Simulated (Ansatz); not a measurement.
Start from `CSBS` and change one atom or group to get `[AlH2][S]BS`.

Ansatz, PBE0-D4/def2-TZVP geometries, multiplicity 1. Each molecule was computed in one conformer, which needn't be the lowest.

```csv
property,`CSBS`
HOMO energy (PBE0/def2-TZVPP) / eV,-7.10
HOMO–LUMO gap (PBE0/def2-TZVPP) / eV,6.27
size of the dipole moment (ωB97M-V/def2-TZVPP) / D,1.62
HOMO energy (ωB97M-V/def2-TZVPP) / eV,-9.20
LUMO energy (PBE0/def2-TZVPP) / eV,-0.83
LUMO energy (B3LYP/def2-TZVPP) / eV,-1.00
```

Question: What does the change do to each property? (Best estimate.)

Answer: Ansatz gave: 
```tsv
property	`[AlH2][S]BS`	shift
HOMO energy (PBE0/def2-TZVPP) / eV	-7.72	-0.62
HOMO–LUMO gap (PBE0/def2-TZVPP) / eV	5.69	-0.58
size of the dipole moment (ωB97M-V/def2-TZVPP) / D	1.63	0.01
HOMO energy (ωB97M-V/def2-TZVPP) / eV	-9.79	-0.59
LUMO energy (PBE0/def2-TZVPP) / eV	-2.02	-1.19
LUMO energy (B3LYP/def2-TZVPP) / eV	-2.20	-1.20
```

With PBE0 the HOMO falls by 0.62 eV and the LUMO falls by 1.19 eV, so the gap narrows by about 0.57 eV. PBE moves the HOMO by -0.63 eV and ωB97M-V by -0.59 eV. The zero-point energy changes by -60.4 kJ/mol with -3 modes. Dipoles are sizes alone; their direction can turn.

B3LYP here is the variant with VWN-RPA as its local correlation; programs differ in this.
